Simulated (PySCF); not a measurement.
## Run times: iodine in x2c-TZVPall-2c with one added diffuse shell each of s, p, d, f type

Measured wall times of calculations with PySCF 2.14 in x2c-TZVPall-2c with one added diffuse shell each of s, p, d, f type (9s10p6d3f, 90 functions), with two-component X2C-1e, run from one Python driver. Hardware: 1 thread of Neoverse-V1 on a shared host, 1.3 GiB allowed. The two-electron integrals over 90 functions were computed once and kept in memory (3 CPU seconds with the set-up); the times below exclude them.

Launch command (the driver calls PySCF for each step listed in the task file):

```bash
OMP_NUM_THREADS=1 python sorun2.py TASK.json OUT
```

```csv
species,step,iterations,wall time (s)
I³⁺ [Kr] 4d10 5s2 5p2,"GHF, spin-free",7,3
I³⁺ [Kr] 4d10 5s2 5p2,"GMP2 (22 electrons), spin-free",,2.5
I³⁺ [Kr] 4d10 5s2 5p2,"GHF, screened spin-orbit",11,4.1
I³⁺ [Kr] 4d10 5s2 5p2,"GMP2 (22 electrons), screened spin-orbit",,2.1
I³⁺ [Kr] 4d10 5s1 5p3,"GHF, spin-free",7,3
I³⁺ [Kr] 4d10 5s1 5p3,"GMP2 (22 electrons), spin-free",,2.1
I³⁺ [Kr] 4d10 5s1 5p3,"GHF, screened spin-orbit",10,3.8
I³⁺ [Kr] 4d10 5s1 5p3,"GMP2 (22 electrons), screened spin-orbit",,2.1
```

Peak memory of the process: 0.34 GiB. Times on a shared host vary from run to run.
